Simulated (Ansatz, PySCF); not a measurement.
H$_{12}$Si$_{5}$, charge +1, doublet, geometry from GFN2-xTB (a state made from the parent by changing its charge; the spin is typed, not shown lowest), with bond 8-1 at 1.4 times its length. Base run: CASSCF(3,3)/STO-3G run with PySCF.

Here is a job for PySCF.
```python
from pyscf import gto, scf, mcscf
import numpy

mol = gto.Mole()
mol.atom = '''
    Si   -0.322674   -2.306550   -0.662158
    Si   -0.010651    0.004476   -0.007236
    Si   -1.448870    1.771928   -0.819083
    Si   -0.392648   -0.029158    2.382675
    Si    2.170483    0.560124   -0.896988
    H    -1.697771   -2.629239   -0.289393
    H     0.632694   -3.192153   -0.007662
    H    -0.108628   -2.340125   -2.695555
    H    -0.991084    3.088378   -0.390853
    H    -2.785358    1.477230   -0.308445
    H    -1.421694    1.643312   -2.274172
    H    -1.768135   -0.371660    2.722181
    H     0.550998   -1.010657    2.911950
    H    -0.042593    1.311989    2.843657
    H     3.090565   -0.382613   -0.265119
    H     2.220364    0.464501   -2.350580
    H     2.442821    1.919947   -0.437909
'''
mol.basis = 'sto-3g'
mol.charge = 1
mol.spin = 1
mol.verbose = 4
mol.build()

mf = scf.ROHF(mol)
mf.kernel()
mc = mcscf.CASSCF(mf, 3, 3)
mc.fix_spin_(ss=0.75)
mc.kernel()
occ = numpy.linalg.eigvalsh(mc.fcisolver.make_rdm1(mc.ci, mc.ncas, mc.nelecas))[::-1]
ss = mc.fcisolver.spin_square(mc.ci, mc.ncas, mc.nelecas)[0]
print('natural occupations', occ.round(4), ' <S^2>', round(ss, 4))
```

Programs used: Ansatz (a quantum-chemistry and plane-wave program), PySCF; a row that names a program was run with it.

The base run was repeated with changes; each row names its change, and settings that it needs were set with it.

```tsv
change	ΔE vs base (kcal/mol)	natural occupations	<S^2> of the state
base	0.000	1.87 1.00 0.13	0.75
code = ansatz	0.021	-	-
fix_spin_ = off	0.000	1.87 1.00 0.13	0.75
active space = 5 electrons, 7 orbitals	-11.01	1.97 1.87 1.00 0.13 0.02 0.02 0.00	0.75
active space = 7 electrons, 9 orbitals	-23.40	1.97 1.96 1.87 1.00 0.12 0.03 0.02 0.02 0.01	0.75
correction = SC-NEVPT2	-129.4	1.87 1.00 0.13	0.75
active space = 5 electrons, 5 orbitals	-7.51	1.98 1.87 1.00 0.12 0.02	0.75
code = ansatz; correction = SC-NEVPT2, all electrons	-129.4	-	-
solver = newton	0.000	1.87 1.00 0.13	0.75
orbitals = fixed (CASCI)	25.66	1.99 1.00 0.01	0.75
conv_tol = 1e-5	0.000	1.87 1.00 0.13	0.75
```

Active orbitals are taken around the Fermi level unless the row says otherwise; CASSCF can end in different local minima, and two programs can end on different orbitals. State-averaged rows give the lowest state.

Open shells are given as the SCF converged; they aren't shown to be the lowest states, and a large step between rows can be another state.
